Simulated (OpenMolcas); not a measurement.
# Sb II: thermal populations, the spin-orbit constant, worked from levels

```
Program             : OpenMolcas 26.06
Basis               : ANO-RCC-VQZP [8s7p5d3f2g]
Scalar Hamiltonian  : DKH2, point nucleus
Active space        : 4 electrons in 4 orbitals (5s 5p)
State averaging     : 2S+1 = 3 even, 3 roots; 2S+1 = 1 even, 6 roots; 2S+1 = 5 odd, 1 root; 2S+1 = 3 odd, 9 roots; 2S+1 = 1 odd, 8 roots
Spin-orbit coupling : RASSI with atomic mean-field integrals over the reference wave functions, term energies averaged over their components
```

Methods: CASSCF; SS-CASPT2, IPEA 0.25 Eh, imaginary shift 0.1 Eh (closed shells correlated: 4d). Measured levels: NIST Handbook of Basic Atomic Spectroscopic Data.

**Thermal populations.** Z = Σ (2J + 1) exp(-E/kT) with k = 0.695035 cm-1/K, over the levels below. No other level of either list lies under 69100 cm-1, which is above 7 kT at each temperature.

```json
{"Level": "5s² 5p² ³P₀", "2J + 1": "1", "SS-CASPT2": "0.0", "measured": "0.0"}
{"Level": "5s² 5p² ³P₁", "2J + 1": "3", "SS-CASPT2": "2610", "measured": "3055"}
{"Level": "5s² 5p² ³P₂", "2J + 1": "5", "SS-CASPT2": "4940", "measured": "5658"}
{"Level": "5s² 5p² ¹D₂", "2J + 1": "5", "SS-CASPT2": "11570", "measured": "12790"}
{"Level": "5s² 5p² ¹S₀", "2J + 1": "1", "SS-CASPT2": "23420", "measured": "23906"}
{"Level": "5s 5p³ ⁵S°₂", "2J + 1": "5", "SS-CASPT2": "50190", "measured": "51723"}
{"Level": "5s 5p³ ³D°₁", "2J + 1": "3", "SS-CASPT2": "65450", "measured": "66292"}
{"Level": "5s 5p³ ³D°₂", "2J + 1": "5", "SS-CASPT2": "65450", "measured": "66502"}
{"Level": "5s 5p³ ³D°₃", "2J + 1": "7", "SS-CASPT2": "66070", "measured": "67888"}
```

```json
{"T (K)": "5000", "Z, SS-CASPT2": "3.803", "Z, measured levels": "3.354", "Ground level (%), SS-CASPT2": "26.3", "Ground level (%), measured levels": "29.8"}
{"T (K)": "8000", "Z, SS-CASPT2": "5.572", "Z, measured levels": "5.054", "Ground level (%), SS-CASPT2": "17.9", "Ground level (%), measured levels": "19.8"}
{"T (K)": "12000", "Z, SS-CASPT2": "7.286", "Z, measured levels": "6.768", "Ground level (%), SS-CASPT2": "13.7", "Ground level (%), measured levels": "14.8"}
```

At 12000 K, kT = 8340 cm-1, and the computed levels give Z = 1.000 + 2.194 + 2.765 + 1.249 + 0.060 + 0.012 + 0.001 + 0.002 + 0.003 = 7.286.

**The spin-orbit constant.** For the Hund term ³P of p2, E(J) = (A/2) J(J+1) + constant and ζ = 2S·A = 2A. From J = 0 to J = 2 the energy changes by 3 A.

```tsv
Source	E(2) - E(0)	A	ζ
CASSCF	5246.4	1748.8	3498
SS-CASPT2	4938.8	1646.3	3293
measured	5658.2	1886.1	3772
```

All in cm-1. SS-CASPT2 is off by -12.7 % and CASSCF by -7.3 %. Both methods take the spin-orbit matrix elements from the reference wave functions, so the second can move ζ only through the term energies and any multistate remixing. Second-order mixing with other terms is absorbed into this ζ.

Term energies are means over components that CASPT2 splits; among the terms shown or strongly mixed into the levels shown the widest spread is 640 cm-1 (5s 5p³ ³D°, SS-CASPT2). Over all roots computed the reference weight is 0.82 to 0.93 in SS-CASPT2; the roots of lowest weight are the least certain, and an intruder state may touch them. Terms of s pⁿ other than that of highest spin mix with s² pⁿ⁻² d, which this space lacks; all of them can be thousands of cm-1 off, and some have no real level of that name. Computed and measured levels are paired by configuration, term and J; levels that our copy of the source lacks, or whose pairing is in doubt (as where it misses far off the trend of its configuration), stay unpaired and out of the deviations. Only configurations of the active space appear.

° marks odd parity.
